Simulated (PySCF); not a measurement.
Si(H)(Cl)(Me)(OMe) (C2H7ClOSi), SMILES [SiH](C)(Cl)OC.

Geometry optimised at PBE-D3(BJ)/def2-SVP. One conformer was computed; it need not be the lowest.

These are PBE-D3(BJ)/def2-SVP (PySCF) values and carry that method's errors.

Frequencies are harmonic and unscaled.

Question: List the normal modes with their intensities. (An estimate is asked for; the answer gives what the named calculation found.)

Answer: 
```json
[
 {"mode": "1", "ν (cm⁻¹)": "84", "IR (km/mol)": "3.3", "moving atoms (share of kinetic energy)": "C 33 %, H 26 %, Cl 17 %, O 16 %"},
 {"mode": "2", "ν (cm⁻¹)": "105", "IR (km/mol)": "0.2", "moving atoms (share of kinetic energy)": "H 96 %"},
 {"mode": "3", "ν (cm⁻¹)": "130", "IR (km/mol)": "0.3", "moving atoms (share of kinetic energy)": "H 95 %"},
 {"mode": "4", "ν (cm⁻¹)": "143", "IR (km/mol)": "4.4", "moving atoms (share of kinetic energy)": "C 37 %, H 29 %, O 16 %, Cl 10 %"},
 {"mode": "5", "ν (cm⁻¹)": "181", "IR (km/mol)": "1.0", "moving atoms (share of kinetic energy)": "C 37 %, H 28 %, Cl 20 %, Si 9 %"},
 {"mode": "6", "ν (cm⁻¹)": "278", "IR (km/mol)": "10.6", "moving atoms (share of kinetic energy)": "Si 30 %, O 27 %, H 19 %, Cl 12 %, C 11 %"},
 {"mode": "7", "ν (cm⁻¹)": "298", "IR (km/mol)": "5.1", "moving atoms (share of kinetic energy)": "O 46 %, C 19 %, H 18 %, Si 10 %"},
 {"mode": "8", "ν (cm⁻¹)": "500", "IR (km/mol)": "58.2", "moving atoms (share of kinetic energy)": "Cl 43 %, Si 40 %"},
 {"mode": "9", "ν (cm⁻¹)": "651", "IR (km/mol)": "13.1", "moving atoms (share of kinetic energy)": "H 61 %, C 27 %"},
 {"mode": "10", "ν (cm⁻¹)": "709", "IR (km/mol)": "27.9", "moving atoms (share of kinetic energy)": "H 60 %, C 17 %, O 12 %, Si 10 %"},
 {"mode": "11", "ν (cm⁻¹)": "749", "IR (km/mol)": "66.2", "moving atoms (share of kinetic energy)": "H 56 %, Si 20 %, C 15 %, O 8 %"},
 {"mode": "12", "ν (cm⁻¹)": "764", "IR (km/mol)": "11.9", "moving atoms (share of kinetic energy)": "H 38 %, Si 25 %, C 23 %, O 15 %"},
 {"mode": "13", "ν (cm⁻¹)": "852", "IR (km/mol)": "203.3", "moving atoms (share of kinetic energy)": "H 73 %, Si 15 %, C 9 %"},
 {"mode": "14", "ν (cm⁻¹)": "873", "IR (km/mol)": "153.7", "moving atoms (share of kinetic energy)": "H 65 %, Si 21 %, C 12 %"},
 {"mode": "15", "ν (cm⁻¹)": "1117", "IR (km/mol)": "192.7", "moving atoms (share of kinetic energy)": "O 39 %, C 34 %, H 25 %"},
 {"mode": "16", "ν (cm⁻¹)": "1136", "IR (km/mol)": "1.1", "moving atoms (share of kinetic energy)": "H 76 %, C 19 %"},
 {"mode": "17", "ν (cm⁻¹)": "1169", "IR (km/mol)": "95.8", "moving atoms (share of kinetic energy)": "H 52 %, O 24 %, C 23 %"},
 {"mode": "18", "ν (cm⁻¹)": "1221", "IR (km/mol)": "35.8", "moving atoms (share of kinetic energy)": "H 77 %, C 23 %"},
 {"mode": "19", "ν (cm⁻¹)": "1375", "IR (km/mol)": "4.2", "moving atoms (share of kinetic energy)": "H 96 %"},
 {"mode": "20", "ν (cm⁻¹)": "1377", "IR (km/mol)": "3.2", "moving atoms (share of kinetic energy)": "H 96 %"},
 {"mode": "21", "ν (cm⁻¹)": "1419", "IR (km/mol)": "3.6", "moving atoms (share of kinetic energy)": "H 93 %"},
 {"mode": "22", "ν (cm⁻¹)": "1423", "IR (km/mol)": "2.7", "moving atoms (share of kinetic energy)": "H 92 %"},
 {"mode": "23", "ν (cm⁻¹)": "1425", "IR (km/mol)": "10.1", "moving atoms (share of kinetic energy)": "H 96 %"},
 {"mode": "24", "ν (cm⁻¹)": "2165", "IR (km/mol)": "128.4", "moving atoms (share of kinetic energy)": "H 97 %"},
 {"mode": "25", "ν (cm⁻¹)": "2925", "IR (km/mol)": "69.0", "moving atoms (share of kinetic energy)": "H 97 %"},
 {"mode": "26", "ν (cm⁻¹)": "2984", "IR (km/mol)": "0.2", "moving atoms (share of kinetic energy)": "H 97 %"},
 {"mode": "27", "ν (cm⁻¹)": "3001", "IR (km/mol)": "30.8", "moving atoms (share of kinetic energy)": "H 90 %, C 10 %"},
 {"mode": "28", "ν (cm⁻¹)": "3049", "IR (km/mol)": "24.0", "moving atoms (share of kinetic energy)": "H 91 %, C 9 %"},
 {"mode": "29", "ν (cm⁻¹)": "3088", "IR (km/mol)": "1.1", "moving atoms (share of kinetic energy)": "H 91 %, C 9 %"},
 {"mode": "30", "ν (cm⁻¹)": "3094", "IR (km/mol)": "0.5", "moving atoms (share of kinetic energy)": "H 91 %, C 9 %"}
]
```
